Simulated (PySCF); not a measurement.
Predicted spectroscopic data

[PySCF 2.14: J couplings at B3LYP/pcJ-1 (spin–dipole term left out of most H,H and C,H couplings); GIAO PBE0/pcSseg-1 shieldings; PBE0-D3(BJ)/def2-SVP geometry; single conformer; one averaged value for each set of equivalent atoms; in vacuum; no relativistic terms]

δ = σ(ref) − σ, references computed at the same level: $^{1}$H, $^{13}$C against TMS. Multiplet labels drop J under 1 Hz and among equivalent protons, and merge close values. Unscaled 3J(H,H) run several per cent high. One-bond C–F couplings are unscaled and too large by tens of Hz. Shifts are as computed. Against solution values, carbons near 30 ppm lie about +2 ppm off and those near 130 ppm about +5 ppm. Of 1211 compounds with measured shifts, 218 miss one by over three times the rms of a fit or turn the order of signals round; such compounds aren't used in these exercises.

Compound 1 (C5H6F2O). $^{1}$H NMR (600 MHz, computed): δ 6.04 (t, J = 85.5 Hz, 1H), 2.04 (d, J = 4.0 Hz, 2H), 1.83 (t, J = 4.0 Hz, 1H), 1.11 (s, 2H). $^{13}$C{$^{1}$H} NMR (computed): δ 123.2 (t, J = 322.1 Hz), 47.8 (t, J = 5.4 Hz), 36.6, 4.3. Structure: `[C@H]12[C@](OC(F)F)(C1)C2`.

Compound 2 (C6H3F3O3). $^{1}$H NMR (600 MHz, computed): δ 1.97 (t, J = 19.3 Hz, 3H). $^{13}$C{$^{1}$H} NMR (computed): δ 164.5 (C, dt, J = 12.4, 5.7 Hz), 162.5 (C, d, J = 394.7 Hz), 161.6 (C, d, J = 28.5 Hz), 121.7 (C, td, J = 31.5, 4.2 Hz), 119.1 (C, td, J = 297.2, 2.3 Hz), 24.5 (CH3, t, J = 26.3 Hz). Structure: `InChI=1S/C6H3F3O3/c1-6(8,9)2-3(7)5(11)12-4(2)10/h1H3`.
